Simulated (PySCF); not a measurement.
An unknown shows these calculated signals:

¹H NMR (300 MHz, computed): δ 4.70 (s, 6H), 3.64 (m, 3H), 2.78 (s, 1H), 1.95 (m, 2H).

¹³C{¹H} NMR (computed): δ 108.3 (CH), 89.4 (C).

All values are calculated (PySCF 2.14.0 with density-fitted response routines): shielding tensors at PBE0/pcSseg-1 (GIAO), PBE0-D3(BJ)/def2-SVP structure. In vacuum, non-relativistic, single conformer, averaged over atoms made equivalent by symmetry, fast rotation or ring inversion.

Referencing at the same level of theory: ¹H, ¹³C against TMS.

Q: Which of these does the molecule contain: an NH or NH2 group, a C≡C triple bond, a carboxylic acid, a Si–H bond, an N-methyl group?

A: 
- An NH or NH2 group: no.
- A C≡C triple bond: yes (δC 108.3, 89.4; δH 2.78 (s)).
- A carboxylic acid: no.
- A Si–H bond: yes (δH 3.64 (m)).
- An N-methyl group: no.

The data belong to `C#C[Si@]([SiH3])(P)N([SiH3])[SiH3]`, C2H12NPSi4; they needn't prove each group on their own.

Carbon signals by region: 1 in the sp2 and nitrile region (100–160 ppm), 1 at 50–100 ppm.

Splittings by ³¹P in the carbon and heteronuclear signals aren't shown, as no couplings were computed. Shifts are as computed. Against solution values, carbons near 30 ppm lie about +2 ppm off and those near 130 ppm about +5 ppm. Of 1211 compounds with measured shifts, 218 miss one by over three times the rms of a fit or turn the order of signals round; such compounds aren't used in these exercises. No couplings were computed; multiplicities are counted from neighbouring protons, with m where these are inequivalent, close in shift, in a saturated or five-membered ring or joined by F or P, and br s for small geminal =CH2 splittings.
